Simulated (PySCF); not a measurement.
**Polarisability and C₆ of Zn (zinc, neutral)**

[Ar] 3d10 4s2, closed-shell 1S. All numbers are calculated (PySCF 2.14, scalar relativity through the core potential, in aug-cc-pwCVTZ-PP with ECP10MDF (8s8p7d4f3g, 122 functions)). Coupled (time-dependent) response in atomic units; α is the mean over directions.

| method | mean α (bohr³) | C₆ (like pair) | S(−4) |
| --- | --- | --- | --- |
| wB97X-V | 41.72 | 306.6 | 902.0 |

S(−4) is the Cauchy moment in α(ω) = α(0) + S(−4) ω² + …

Reference α: 38.67 ± 0.3 bohr³ (recommended; Schwerdtfeger and Nagle, table of static dipole polarizabilities (2023 update)). Published C₆: 284.0 (Chu and Dalgarno (2004); Tang, Norbeck and Certain (1976)).

α(iu) at wB97X-V:

| u (hartree) | α(iu) (bohr³) |
| --- | --- |
| 0 | 41.72 |
| 0.0500 | 39.60 |
| 0.100 | 34.44 |
| 0.200 | 23.18 |
| 0.300 | 15.57 |
| 0.500 | 8.292 |
| 0.750 | 4.855 |
| 1.00 | 3.353 |
| 1.50 | 2.035 |
| 2.00 | 1.433 |
| 3.00 | 0.8546 |
| 5.00 | 0.4201 |

Energies and moments cover only the electrons outside the core potential.
